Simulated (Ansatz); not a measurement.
Mulliken charges of `FB([SiH3])Br` from B3LYP/def2-TZVPP in Ansatz (PBE0-D4/def2-TZVP geometry).

```
atom   x (Å)   y (Å)   z (Å)  charge (e)
  F1  -1.494  -1.157   1.131      -0.186
  B2  -0.780  -0.824   0.081       0.323
 Si3   0.597   0.663   0.085       0.109
 Br4  -1.087  -1.827  -1.530      -0.086
  H5   0.211   1.667  -0.941      -0.050
  H6   0.698   1.322   1.413      -0.061
  H7   1.917   0.087  -0.286      -0.050
```

By hand: the dipole of these point charges (1 e Å = 4.8032 D).

Σ q r = (0.036, 0.010, -0.068) e Å, of length 0.078 e Å = 0.37 D.

How does the dipole of the full density compare? (Estimate.)

Computed: (0.101, 0.116, 0.017) e Å, 0.74 D; the point charges give 0.50 times that, at 72° from its direction.

Point charges leave out the atoms' own dipoles, such as those of lone pairs, and Mulliken's split depends on the basis, so the two needn't agree.

B3LYP here is the variant with VWN-RPA as its local correlation; programs differ in this.
